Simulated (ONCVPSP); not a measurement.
**Before and after: ONCV potential for S (Z = 16)**

* Element: S
* Generator: ONCVPSP 4.0.1
* Type: optimised norm-conserving Vanderbilt (ONCV)
* Functional: LDA (Perdew-Wang 92)
* Relativity: scalar-relativistic
* Frozen core: [Ne]
* Valence charge: 6
* Reference configuration: 3s1.75 3p4.25
* Partial waves: 3s: rc 1.40 bohr, ncon 5, nbas 10, qcut 4.5 1/bohr, 2 projectors, debl 2.7 Ha; 3p: rc 1.35 bohr, ncon 4, nbas 8, qcut 6.3 1/bohr, 2 projectors, debl 2.7 Ha; d scattering state at 0.37 Ha: rc 1.25 bohr, ncon 4, nbas 8, qcut 7.9 1/bohr, 1 projector
* Local potential: polynomial inside 1.15 bohr (lpopt 5, dvloc0 0 Ha)
* Core correction: none

Change: s: rc 1.68.

Cutoffs: the cutoffs (Ha) at which the residual kinetic energy of the hardest occupied pseudo-wave falls to 1 and 0.1 mHa per electron; they do not see the model core or the augmentation charge, which bear on the density cutoff. Errors are all-electron minus pseudo energies relative to the spin-unpolarised reference configuration.

How do hardness, ghosts and transferability respond?

The potential gets softer (22 Ha and 113 Ha → 16 Ha and 90 Ha); of the 4 tests that both files solve, the error grows in 1 and shrinks in 1 by more than 15 % and 0.3 meV (median size 3.2 → 2.3 meV); neither file shows a bound ghost. A larger radius leaves more room for a smooth pseudo-wave, so fewer plane waves are needed.

```tsv
quantity	base	changed
cutoff, loose	22 Ha	16 Ha
cutoff, tight	113 Ha	90 Ha
loose cutoff by channel	s 22 Ha, p 6.7 Ha	s 16 Ha, p 6.7 Ha
bound ghosts	none	none
GHOST(+) flags under 300 eV	s at 171.8 eV	s at 177.2 eV
error for 3s2 3p4, meV [ΔE -2.55 eV]	+0.2	+0.1
error for 3s2 3p3, meV [ΔE 9.31 eV]	+1.7	+2.4
error for 3s2 3p2, meV [ΔE 31.68 eV]	+22	+25
error for 3s1 3p4, meV [ΔE 20.11 eV]	+4.7	+2.2
p: phases at 1.37 bohr within 0.05 rad from the reference energy up to (Ha; the scan ends near 5)	to the end of the scan	to the end of the scan
d: phases at 1.27 bohr within 0.05 rad from the reference energy up to (Ha; the scan ends near 5)	to the end of the scan	to the end of the scan
```
